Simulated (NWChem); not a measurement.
C3H8NO cation; SMILES CN(C)C=[OH+]

```xyz
13

C     -1.4469     0.4610     0.0043
N      0.0208     0.3874     0.0018
C      0.7516     1.6614     0.0001
C      0.6637    -0.7499     0.0004
O      0.0121    -1.8832     0.0015
H     -1.7745     1.0157     0.9055
H     -1.8830    -0.5515     0.0073
H     -1.7781     1.0133    -0.8970
H      1.8417     1.4822    -0.0062
H      0.4766     2.2392     0.9042
H      0.4670     2.2421    -0.8990
H      1.7691    -0.7351    -0.0016
H      0.6156    -2.6562     0.0007
```
Atoms are numbered in this order, from 1.

Computed with NWChem. Pople sets run with spherical d functions. The geometry was optimised at PBE-D3(BJ)/def2-SVP. Not confirmed as a minimum by frequencies. Core excitations by TDA in a window of 1s orbitals, non-relativistic and unshifted: absolute energies depend strongly on the exact-exchange share.

For level O K edge, PBE0/6-311G**:

```yaml
first 1s excitation (eV): 521.3
dipole_oscillator_strength_of_the_first: 0.0175
first state with f > 0.002 (eV): 521.3
dipole_oscillator_strength_of_that_state: 0.0175
```

Q: Estimate the same quantities for level N K edge, B3LYP/6-311G**.

A: The first 1s excitation (eV) is 388.4, the dipole oscillator strength of the first is 0.0319 and the first state with f > 0.002 (eV) comes out as 388.4. The dipole oscillator strength of that state is 0.0319.
